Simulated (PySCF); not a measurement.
S4, SMILES S1SSS1.

Geometry optimised at B3LYP-D3(BJ)/def2-SVP.

Two levels are set side by side: TDA-PBE/def2-SVPD (PySCF) and TDA-ωB97X/def2-SVPD (PySCF). Vertical, same geometry. The lowest singlet is HOMO→LUMO+1 99 % with PBE and HOMO→LUMO 95 % with the other functional; states are paired by order. Differences are taken from unrounded values.

```tsv
quantity	TDA-PBE
lowest singlet excitation (eV)	1.31
lowest triplet excitation (TDA) (eV)	0.86
```

### Question
These are the TDA-PBE values. What does TDA-ωB97X give? (Estimate from the structure and the level; the computed values follow.)

### Answer

| quantity | TDA-ωB97X | TDA-PBE minus TDA-ωB97X |
|---|---|---|
| lowest singlet excitation (eV) | 2.06 | -0.75 |
| lowest triplet excitation (TDA) (eV) | 1.51 | -0.65 |

A lower first singlet is the usual sign of a functional without exact exchange. Differences between two approximate levels are no errors against the true value.

Rough cost on one machine, each run with all the roots and properties that it gave: TDA-ωB97X against TDA-PBE about 4 times.
